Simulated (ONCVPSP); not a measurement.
**Transferability test, ONCV potential for La (Z = 57)**

ONCVPSP 4.0.1 input, shortened (lines: element, Z, core and valence counts, functional; n l f; lmax; l rc ep ncon nbas qcut; lloc lpopt rc5 dvloc0; l nproj debl; icmod fcfact rcfact), PBEsol, scalar-relativistic:

```
  La 57.00    9    4  -116133      upf
    1    0    2.00
    2    0    2.00
    2    1    6.00
    3    0    2.00
    3    1    6.00
    3    2   10.00
    4    0    2.00
    4    1    6.00
    4    2   10.00
    5    0    2.00
    5    1    6.00
    5    2    1.00
    6    0    2.00
    3
    0    2.45    0.00    3    7    3.80
    1    2.45    0.00    4    8    7.00
    2    2.65    0.00    3    7    4.90
    3    2.65    0.19    4    9    3.70
    4    5    2.15    3.00
    0    2    1.00
    1    2    0.40
    2    1    1.80
    3    1    1.50
    0    0.00    0.00
```

In the p channel the program set the typed energies aside and used -0.823, 0.250 Ha. In the f channel the program set the typed energies aside and used -0.161 Ha.

Energies are relative to the spin-unpolarised reference configuration 5s2 5p6 5d1 6s2; without spin polarisation the order of configurations can differ from experiment.

| valence configuration | charge | ΔE all-electron (eV) | error AE − PS (meV) |
| --- | --- | --- | --- |
| 5s2 5p6 5d1 6s1 | +1 | 6.000 | -1.7 |
| 5s2 5p6 5d1 6s0 6p1 | +1 | 8.983 | -4.4 |

What are ΔE and the potential's error for 5s2 5p6 5d0 6s0?

ΔE = 35.755 eV all-electron; the error (AE − PS) is -2.8 meV.

What are ΔE and the potential's error for 5s2 5p6 5d1 6s0?

ΔE = 16.848 eV all-electron; the error (AE − PS) is -7.7 meV.
